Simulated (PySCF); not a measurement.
C8H10O.
SMILES: `C#C[C@@H](CC)C(=O)C=C`

Level: CAM-B3LYP/def2-SVPD in PySCF, non-relativistic, on one gas-phase PBE0-D3(BJ)/def2-SVP geometry that isn't relaxed in the solvent. The solvent is an IEF-PCM continuum (cavity from Bondi-type radii × 1.2), and excitations are vertical TDDFT with non-equilibrium linear response and a frozen core. Only the electrostatic response of the medium enters.

Gas-phase singlets (H = HOMO, L = LUMO):

| state | E (eV) | λ (nm) | f | leading configurations |
| --- | --- | --- | --- | --- |
| S1 | 3.869 | 320 | 0.001 | H→L 81%, H-3→L 11% |
| S2 | 5.874 | 211 | 0.072 | H-1→L 87% |
| S3 | 5.955 | 208 | 0.229 | H-2→L 88% |
| S4 | 6.279 | 197 | 0.020 | H-3→L 69%, H→L 9% |
| S5 | 6.489 | 191 | 0.001 | H→L+1 31% |

Task: How does the list change in cyclohexane (ε = 2.017)?

Result: 
```json
{"state": "S1", "E (eV)": "3.911", "λ (nm)": "317", "f": "0.002", "leading configurations": "H→L 80%, H-3→L 12%", "change by rank (eV)": "+0.042"}
{"state": "S2", "E (eV)": "5.768", "λ (nm)": "215", "f": "0.338", "leading configurations": "H-2→L 52%, H-1→L 43%", "change by rank (eV)": "-0.106"}
{"state": "S3", "E (eV)": "5.886", "λ (nm)": "211", "f": "0.027", "leading configurations": "H-1→L 45%, H-2→L 39%", "change by rank (eV)": "-0.069"}
{"state": "S4", "E (eV)": "6.262", "λ (nm)": "198", "f": "0.019", "leading configurations": "H-3→L 70%, H→L 10%", "change by rank (eV)": "-0.017"}
{"state": "S5", "E (eV)": "6.520", "λ (nm)": "190", "f": "0.001", "leading configurations": "H→L+1 31%, H→L+3 11%", "change by rank (eV)": "+0.031"}
```

Task: Give the list for dimethylsulfoxide (ε = 46.83), n² = 2.19.

Result: 
```
state  E (eV)  λ (nm)      f  leading configurations  change by rank (eV)
   S1   3.985     311  0.002      H→L 78%, H-3→L 13%               +0.116
   S2   5.716     217  0.345    H-2→L 52%, H-1→L 42%               -0.158
   S3   5.863     211  0.022    H-1→L 47%, H-2→L 39%               -0.092
   S4   6.264     198  0.019      H-3→L 70%, H→L 12%               -0.015
   S5   6.581     188  0.000    H→L+1 28%, H→L+3 11%               +0.092
```

Task: The ground-state energy changes by -0.275 eV from gas to dimethylsulfoxide. By how much does the total energy of gas-phase S1 change?

Result: E(S1) = E(S0) + excitation energy, so it changes by -0.275 + 0.116 = -0.159 eV: it is lowered less than the ground state, which is what a blue shift means. This is the vertical state, with the slow part of the continuum still set for S0.

Task: How do the frontier levels move from gas to dimethylsulfoxide?

Result: 
```csv
orbital,gas (eV),solvent (eV),change (eV)
LUMO+2,1.75,1.82,+0.07
LUMO+1,1.17,1.28,+0.11
LUMO,-0.72,-0.74,-0.02
HOMO,-8.76,-8.85,-0.09
HOMO-1,-9.39,-9.37,+0.02
HOMO-2,-9.59,-9.58,+0.01
HOMO-3,-10.02,-10.09,-0.07
```

The HOMO–LUMO gap goes from 8.04 to 8.12 eV. Rows go by rank; for LUMO+1 and LUMO+2 the atom shares or the degeneracy differ between the runs, so the row needn't follow one orbital.

Conformer computed: `[CH:1]#[C:2][C@@H:3]([CH2:4][CH3:5])[C:6](=[O:7])[CH:8]=[CH2:9]`: C2–C3–C4–C5 -62°, C2–C3–C6–O7 -130°, C3–C6–C8–C9 177°.
